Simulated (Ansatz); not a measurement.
Cartesian coordinates in Å:
```
O -0.703 -1.265 1.988
Si -0.557 -0.738 0.434
C 1.140 -0.465 -0.304
C 0.524 0.815 -0.937
C -0.643 1.092 0.053
H -1.308 -1.987 2.157
H -1.450 -1.560 -0.437
H 1.605 -1.174 -0.988
H 1.864 -0.197 0.471
H 0.126 0.587 -1.930
H 1.225 1.645 -1.051
H -0.291 1.683 0.903
H -1.533 1.565 -0.359
```

Charge 0, multiplicity 1.

(1) List the PBE/def2-TZVPP orbital energies in eV (the Gaussian-basis code of Ansatz). (Best estimate.)

## Answers

(1) The calculation gave: Occupied: -1779.57, -510.23, -269.08, -268.39, -268.38, -137.24, -94.01, -93.95, -93.94, -24.96, -19.75, -16.08, -14.50, -13.14, -11.84, -11.23, -10.12, -9.38, -8.50, -8.10, -8.03, -8.02, -6.58, -6.49. Lowest empty: -0.29, 0.53, 0.63, 1.01, 1.78, 1.95, 2.39, 2.46.
